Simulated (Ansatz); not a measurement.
CH₅FSSi (`FC[SiH2]S`). The species carries charge 0 and has multiplicity 1. All single points use the PBE0-D4/def2-TZVP geometry. It is one conformer, not always the lowest.

```xyz
9

F     0.876    1.356   -0.980
C    -0.387    0.965   -0.543
Si   -0.208   -0.436    0.717
S     0.747   -2.124   -0.167
H    -0.967    0.644   -1.414
H    -0.882    1.839   -0.103
H    -1.558   -0.897    1.131
H     0.546    0.072    1.891
H     1.833   -1.419   -0.533
```

Task: What is the dipole moment at r2SCAN/def2-TZVPP? (Estimate.)

Result: Ansatz gave: 1.35 D, with components (-1.11, 0.71, 0.32) D in this frame, pointing from negative to positive charge.

Task: And with PBE, B3LYP, ωB97M-V? (Best estimate.)

Result: Computed: PBE 1.28 D, B3LYP 1.40 D, ωB97M-V 1.39 D.

Task: Give the Mulliken charges with r2SCAN, PBE, ωB97M-V in def2-TZVPP. (An estimate is asked.)

Result: Computed: 
```json
{"atom": "F1", "r2SCAN": "-0.25", "PBE": "-0.21", "ωB97M-V": "-0.24"}
{"atom": "C2", "r2SCAN": "0.04", "PBE": "-0.02", "ωB97M-V": "-0.07"}
{"atom": "Si3", "r2SCAN": "0.37", "PBE": "0.28", "ωB97M-V": "0.25"}
{"atom": "S4", "r2SCAN": "-0.28", "PBE": "-0.26", "ωB97M-V": "-0.25"}
{"atom": "H5", "r2SCAN": "0.07", "PBE": "0.10", "ωB97M-V": "0.12"}
{"atom": "H6", "r2SCAN": "0.06", "PBE": "0.09", "ωB97M-V": "0.11"}
{"atom": "H7", "r2SCAN": "-0.07", "PBE": "-0.05", "ωB97M-V": "-0.02"}
{"atom": "H8", "r2SCAN": "-0.07", "PBE": "-0.05", "ωB97M-V": "-0.02"}
{"atom": "H9", "r2SCAN": "0.12", "PBE": "0.13", "ωB97M-V": "0.13"}
```

B3LYP here is the variant with VWN-RPA as its local correlation; programs differ in this.
